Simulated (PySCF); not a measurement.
H₂ISi, SMILES [SiH2]I (connectivity only; charge and spin as stated), charge +1, multiplicity 1. Geometry: PBE-D3(BJ)/def2-TZVP. The spin state was assumed, not searched. The isomer is the one that the SMILES or the coordinates give; other isomers of the formula were not compared. The def2 effective core potentials stand for the cores of I; spin–orbit coupling is left out.

The numbers are results of PBE-D3(BJ)/def2-TZVP in PySCF 2.14.0, not measurements.

Harmonic wavenumbers (cm⁻¹): 434, 531, 600, 889, 2198, 2257. Rotational constants (GHz): 150.6, 3.664, 3.577; symmetry number 2.

Q: Work out the zero-point energy and the ideal-gas rigid-rotor harmonic-oscillator thermochemistry at 298.15 K and 1 atm.

A: ZPE = ½ Σ hcν = ½ × 6910 cm⁻¹ = 9.88 kcal/mol. H − E(el) = 12.68 kcal/mol. Entropy in cal/(mol K): translation 41.06, rotation 21.24, vibration 2.02, total 64.32. G − E(el) = -6.49 kcal/mol. Cp = 12.08 cal/(mol K).
